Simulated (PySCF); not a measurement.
Computed IR spectrum (relative IR intensity) of a molecule C₄H₅Si, multiplicity 2. Coordinates come from a PBE-D3(BJ)/def2-SVP optimisation. The values are those of a single conformer. Calculation: PBE-D3(BJ)/def2-SVP run with PySCF 2.14.0. Frequencies are harmonic and unscaled.

Lines under 2 % of the strongest are left out, and lines within 2 cm⁻¹ are merged.

ν (cm⁻¹): 366 (vw), 458 (w), 576 (w), 614 (w), 660 (w), 693 (w), 719 (vs), 831 (s), 893 (s), 940 (m), 1051 (vw), 1075 (m), 1270 (w), 1506 (vw), 1581 (w), 2151 (s), 2157 (vs), 3099 (w), 3145 (vw) (against the strongest line: vs over 80 %, s over 45 %, m over 15 %, w over 4 %, vw less)

Question: Identify the compound among the candidates.
(A) [C]1=CC=C[SiH2]1
(B) C1=C[SiH]C=C1
(C) [C]1=C[SiH2]C=C1

Answer: C, [C]1=C[SiH2]C=C1
